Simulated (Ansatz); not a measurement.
```yaml
crystal:
  periodic: [false, false, false]
  atoms:
    - {symbol: B, position_ang: [0.948552, -1.906954, -0.423589]}
    - {symbol: B, position_ang: [-1.757940, -2.784485, -0.343586]}
    - {symbol: B, position_ang: [-0.769312, -1.427880, 0.127290]}
    - {symbol: B, position_ang: [2.116071, -0.937548, -0.006765]}
    - {symbol: B, position_ang: [0.540017, 1.528403, -0.125416]}
    - {symbol: B, position_ang: [-1.273638, 1.461173, -0.038273]}
    - {symbol: B, position_ang: [-2.512248, -1.468161, -0.050247]}
    - {symbol: B, position_ang: [1.995906, 2.131365, 0.705169]}
    - {symbol: B, position_ang: [-0.241344, -2.909453, -0.709813]}
    - {symbol: B, position_ang: [2.048914, 0.577136, 0.416726]}
    - {symbol: B, position_ang: [0.884372, 3.172966, 0.342813]}
    - {symbol: B, position_ang: [-0.598632, 2.848142, 0.055991]}
    - {symbol: B, position_ang: [0.554049, -0.246675, -0.000974]}
    - {symbol: B, position_ang: [-1.934765, -0.038039, 0.050655]}
basis:
  gaussian: {orbitals: x2c-TZVPPall, point_charges: [{charge: -1.00, position_ang: [5.543, -0.404, -0.209]}]}
hamiltonian: {xc: {name: HF}}
correlation: {method: mp2, frozen_orbitals: {B: 0}}
scf: {omitted_lower_state_checks: [starts]}
```

```sh
$ ansatz run in.yaml --threads 4 --pin off --events-out ev --progress --plain --max-ram 6963MiB
```

Shortened log:

```
Functional definition: HF
  name "HF"
  cite "Fock, Z. Phys. 61, 126 (1930) doi:10.1007/BF01340294"
  parent pbe
  exchange = exact_x
  correlation = 0
these checks for a lower state are left out or cut short: starts
2712 factors; integrals over basis functions are off by at most 7.8e-4 eV
mean field evaluation 1: about -9386.4440 eV, gradient 4.7e1 eV
mean field evaluation 2: about -9387.1608 eV, gradient 4.7e1 eV
mean field evaluation 4: about -9395.9890 eV, gradient 1.2e1 eV
mean field evaluation 8: about -9396.6652 eV, gradient 5.9e-1 eV
mean field evaluation 16: about -9396.6746 eV, gradient 2.5e-6 eV
mean field -9396.67457664 eV, -345.3214213966 hartree, gradient 2.5e-6 eV, S^2 0.000000; 0 other end points of the search recorded, 0 dependent functions left out; unrestricted orbitals would lower it
reference -9396.67457664 eV, -345.3214213966 hartree; 35, 35 occupied and 399, 399 virtual orbitals, 2712 factors
second order -43.85268046 eV of doubles, -0.00000000 eV of singles
Total energy: -9440.52725709 eV, -346.9329776789 hartree
Relativity: scalar
Checks for a lower state left out: starts
```

Run time 34 s (4 threads of Arm Neoverse V1 on a shared host), peak host memory 2.7 GiB.

DK, ANO-RCC and x2c sets are all-electron and run with scalar relativity unless a key says otherwise. Correlated methods freeze no core orbitals. The restricted singlet (for correlated methods, its reference) is unstable: a solution with broken spin symmetry lies lower.
